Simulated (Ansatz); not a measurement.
A nudged elastic band was laid between two geometries of F₃GeH₄NO (10 atoms, charge 0, multiplicity 1).

These are results of RKS PBE0-D4/def2-SVP in Ansatz 0.2.0, not measurements.

```json
{"movable images": "7", "climbing image": "yes", "spring": "5.0 eV/Å²", "optimiser": "quadratic models (default)", "start path": "through a guess of the saddle point", "force threshold": "0.5 eV/Å", "iteration limit": "60", "end points": "relaxed"}
```

Image 0:

```xyz
10
Properties=species:S:1:pos:R:3
Ge 0.007 -0.203 0.256
O -0.352 -0.009 1.973
H -0.956 0.738 2.071
F 1.509 0.363 -0.409
F -0.977 1.124 -0.304
F -0.770 -1.442 -0.683
N 1.197 -1.814 0.966
H 0.869 -2.689 0.559
H 2.171 -1.663 0.704
H 1.116 -1.855 1.982
```

Image 8:

```xyz
10
Properties=species:S:1:pos:R:3
Ge 0.122 -0.706 -0.042
O 0.396 -0.051 2.224
H 0.712 0.848 2.055
F 0.887 0.849 -0.151
F -1.500 -0.422 0.492
F -0.133 -1.058 -1.713
N 0.970 -2.151 0.546
H 1.407 -2.732 -0.160
H 1.488 -2.080 1.412
H -0.538 0.052 2.453
```

Q: Which bonds break or form, and what moves?

A: Bonds broken: Ge1–O2, N7–H10. Bonds formed: O2–H10. F3GeH4NO becomes F3GeH2N + H2O.

Q: What energy profile does the band end with?

A: It converged. The highest image is number 4 of 0 to 8, 1.22 eV above the first end and 0.70 eV above the last; the last end lies 0.52 eV above the first. The threshold of 0.5 eV/Å is loose, so the images may lie well off the minimum-energy path. The order of the stationary point at the top wasn't checked. The orbitals stay closed-shell, which can raise the energy where a bond breaks towards radicals; this wasn't checked here.

```json
{"image": "0", "path coordinate (Å)": "0.00", "energy (eV)": "0.00", "Ge1–O2 (Å)": "1.76", "N7–H10 (Å)": "1.02", "O2–H10 (Å)": "2.36"}
{"image": "1", "path coordinate (Å)": "0.69", "energy (eV)": "0.08", "Ge1–O2 (Å)": "1.77", "N7–H10 (Å)": "1.02", "O2–H10 (Å)": "2.27"}
{"image": "2", "path coordinate (Å)": "1.38", "energy (eV)": "0.31", "Ge1–O2 (Å)": "1.79", "N7–H10 (Å)": "1.02", "O2–H10 (Å)": "2.08"}
{"image": "3", "path coordinate (Å)": "2.08", "energy (eV)": "0.60", "Ge1–O2 (Å)": "1.83", "N7–H10 (Å)": "1.04", "O2–H10 (Å)": "1.82"}
{"image": "4", "path coordinate (Å)": "2.78", "energy (eV)": "1.22", "Ge1–O2 (Å)": "1.99", "N7–H10 (Å)": "1.30", "O2–H10 (Å)": "1.24"}
{"image": "5", "path coordinate (Å)": "3.64", "energy (eV)": "0.73", "Ge1–O2 (Å)": "2.29", "N7–H10 (Å)": "2.02", "O2–H10 (Å)": "0.98"}
{"image": "6", "path coordinate (Å)": "4.50", "energy (eV)": "0.65", "Ge1–O2 (Å)": "2.35", "N7–H10 (Å)": "2.47", "O2–H10 (Å)": "0.97"}
{"image": "7", "path coordinate (Å)": "5.36", "energy (eV)": "0.59", "Ge1–O2 (Å)": "2.38", "N7–H10 (Å)": "2.90", "O2–H10 (Å)": "0.97"}
{"image": "8", "path coordinate (Å)": "6.22", "energy (eV)": "0.52", "Ge1–O2 (Å)": "2.37", "N7–H10 (Å)": "3.28", "O2–H10 (Å)": "0.97"}
```

Q: What is the geometry of the highest image?

A: 
```xyz
10
Properties=species:S:1:pos:R:3
Ge 0.201 -0.328 0.024
O 0.361 0.182 1.945
H -0.444 0.551 2.329
F 1.399 0.803 -0.467
F -1.452 0.185 0.107
F 0.019 -1.186 -1.487
N 0.880 -1.854 1.009
H 0.345 -2.711 0.863
H 1.859 -2.069 0.814
H 0.646 -1.024 1.978
```

The band took 16 iterations and about 16 core-minutes.

Time of the run: 4.4 min on 4 threads of Arm Neoverse V1, with other jobs on the host, peak memory 0.33 GiB.
